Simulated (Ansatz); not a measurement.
Isolated molecules relaxed with PBE0-D4/def2-TZVP in Ansatz; ΔE leaves out vibrations. CCSD(T)/CBS is the MP2 limit (def2-TZVPP, def2-QZVPP) plus CCSD(T) − MP2 in def2-TZVPP, frozen cores. This one scheme is used for every species. Functionals use def2-TZVPP. B3LYP here is the variant with VWN-RPA as its local correlation; programs differ in this. HSE06 is defined as in plane-wave codes. One conformer a species, not always the lowest.

Reaction (cleavage of the Si–Si bond): `O[SiH2][SiH2]Cl` + H₂S → `S[SiH2]Cl` + `O[SiH3]`

`O[SiH2][SiH2]Cl`:

Cartesian coordinates in Å:
```
O -0.116 1.200 -1.607
Si 0.606 0.919 -0.152
Si -0.121 -1.164 0.651
Cl -2.159 -1.179 0.243
H -1.052 0.997 -1.667
H 2.071 0.951 -0.388
H 0.255 1.955 0.860
H 0.471 -2.329 -0.054
H 0.046 -1.351 2.115
```

H₂S:

```xyz
3

S     0.092   -0.320    0.523
H    -0.808    0.599    0.141
H     0.716   -0.280   -0.664
```

`S[SiH2]Cl`:

Cartesian coordinates in Å:
```
S -0.838 -1.082 -1.016
Si 0.433 0.035 0.261
Cl -0.539 0.762 1.919
H -1.533 -0.009 -1.430
H 1.001 1.206 -0.441
H 1.476 -0.911 0.707
```

`O[SiH3]`:

```xyz
6

O     0.869   -0.548    0.766
Si   -0.151    0.295   -0.215
H     0.634   -1.450    0.987
H    -0.300   -0.358   -1.545
H     0.457    1.635   -0.378
H    -1.508    0.425    0.385
```

| level | ΔE (kJ/mol) | difference from CCSD(T)/CBS |
| --- | --- | --- |
| LDA (SPW92) | -55.6 | 11.3 |
| revPBE-D4 | -55.9 | 11.0 |
| r2SCAN-D4 | -64.7 | 2.2 |
| B3LYP-D4 | -62.6 | 4.3 |
| BHLYP-D4 | -67.1 | -0.2 |
| ωB97X-V | -64.1 | 2.8 |
| r2SCAN | -65.5 | 1.4 |
| PBE0 | -61.4 | 5.5 |
| HSE06 | -61.5 | 5.4 |
| HF/def2-QZVPP | -75.9 | -9.0 |
| CCSD(T)/CBS | -66.9 | 0 |

Largest T1 diagnostic among the species: 0.011.

The D4 term adds +3.2 kJ/mol with B3LYP and +2.1 kJ/mol with PBE0; it sums over pairs of atoms, weighted by their polarisabilities, and B3LYP, whose exchange is more repulsive, gets the larger term. From PBE to PBE0 (25 % exact exchange), in def2-TZVPP and without D4, ΔE moves by −4.2 kJ/mol. Leaving LDA and LC-ωPBE aside and taking each functional with its dispersion term where it has one, the values, not all of them listed here, spread over 14.6 kJ/mol, from B2PLYP to PBE-D4.
